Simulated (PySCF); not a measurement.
Si(H)(Br)(Me)(vinyl) (C3H7BrSi), SMILES [SiH](C)(Br)C=C. Atoms are numbered in the order given.

```xyz
12

Si     0.1795    -0.5009    -0.8649
C      1.5327    -1.7585    -0.5822
Br     0.3933     1.1406     0.6477
C     -1.5159    -1.2584    -0.6948
C     -2.4486    -0.8897     0.1889
H      0.3355     0.1338    -2.2070
H      1.4489    -2.5744    -1.3184
H      2.5256    -1.2970    -0.6878
H      1.4514    -2.1904     0.4264
H     -1.7512    -2.0820    -1.3849
H     -2.2722    -0.0741     0.8992
H     -3.4250    -1.3837     0.2403
```

Geometry optimised at PBE0-D3(BJ)/def2-SVP. One conformer was computed; it need not be the lowest.

Calculation: PBE/pcSseg-1 in PySCF.

GIAO shieldings, no solvent; atoms alike by connectivity are averaged. δ = σ(ref) − σ: ²⁹Si against TMS (σ = 335.4 ppm); ¹³C against TMS (σ = 182.0 ppm); ¹H against TMS (σ = 31.49 ppm), references at their B3LYP-D3(BJ)/def2-TZVP geometries, non-relativistic (without spin–orbit terms, shifts of atoms bonded to Cl or Br come out too high).

Computed chemical shifts:
```tsv
nucleus	atoms	count	δ (ppm)
²⁹Si	Si1	1	14.0
¹³C	C5	1	146.5
¹³C	C4	1	141.6
¹³C	C2	1	5.8
¹H	H11, H12	2	6.79
¹H	H10	1	6.61
¹H	H6	1	5.95
¹H	H7, H8, H9	3	0.87
```
